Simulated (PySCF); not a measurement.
# Rotational lines of CsLi

Lines J+1 ← J of the vibrational ground state, computed from RHF-CCSD(T) constants of CsLi, ¹Σ⁺ (singlet), closed shell (basis Cs def2-SVPD with ECP46, Li def2-SVPD; scalar-relativistic core potentials; PySCF 2.14; masses 132.9054 and 7.0160 u), in MHz:

| J | ν (MHz) |
| --- | --- |
| 0 | 10525.6 |
| 1 | 21050.7 |
| 2 | 31574.7 |
| 3 | 42097.1 |
| 4 | 52617.3 |

**Question.** Find B0 and the effective bond length r0; with αe = 0.00130 cm⁻¹, find Re.

**Answer.** ν = 2B0(J+1) − 4D(J+1)³ gives B0 = 0.17555 cm⁻¹. With the reduced mass μred = 6.6642 u, r0 = √(16.8576/(μred·B0)) (u, cm⁻¹, Å) = 3.7960 Å. Be = B0 + αe/2 = 0.17620 cm⁻¹ gives Re = 3.789 Å.

Correlated steps freeze no core orbitals. Correlated levels converge slowly with the basis: in double zeta they bind strong bonds too weakly, by up to about 1 eV, and carry superposition errors of some tenths. Spin–orbit coupling is left out. Where the molecule has an RHF reference, its open-shell atoms are computed with UHF.
